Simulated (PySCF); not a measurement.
# Stretching LaO

Set-up: basis La x2c-SVPall, O x2c-SVPall; spin-free X2C with a Gaussian nucleus; PySCF 2.14. Energies in eV from La (5d1 6s2) + O in their ground configurations at the same level. State: doublet, about 0.2 electrons in the 4f shell (Mulliken).

| R (Å) | PBE0 |
| --- | --- |
| 1.578 | -6.134 |
| 1.651 | -7.131 |
| 1.725 | -7.695 |
| 1.780 | -7.901 |
| 1.835 | -7.961 |
| 1.890 | -7.902 |
| 1.964 | -7.681 |
| 2.055 | -7.241 |
| 2.165 | -6.561 |
| 2.312 | -5.539 |

Q: Put a parabola through the three lowest points of the PBE0 curve and estimate Re, k and ωe (reduced mass 14.34 u; 1 eV/Å² = 0.16022 mdyn/Å; ωe = 1302.8·√(k/μ) cm⁻¹).

A: Through R = 1.78, 1.835, 1.89 Å the second-order coefficient is 19.7 eV/Å², so Re ≈ 1.835 Å, k ≈ 6.30 mdyn/Å and ωe ≈ 864 cm⁻¹. A polynomial fit of higher order to the unrounded PBE0 energies gives Re = 1.833 Å, k = 6.26 mdyn/Å, ωe = 861 cm⁻¹; anharmonicity and rounding make the difference.

The higher-order fit for each curve: PBE0: Re = 1.833 Å, ωe = 861 cm⁻¹, De = 7.96 eV.

These are scalar-relativistic numbers at best; spin–orbit coupling would shift them, the dissociation energy most. With d or f electrons several states lie close, and the lowest PBE0 determinant need not be the measured ground state.
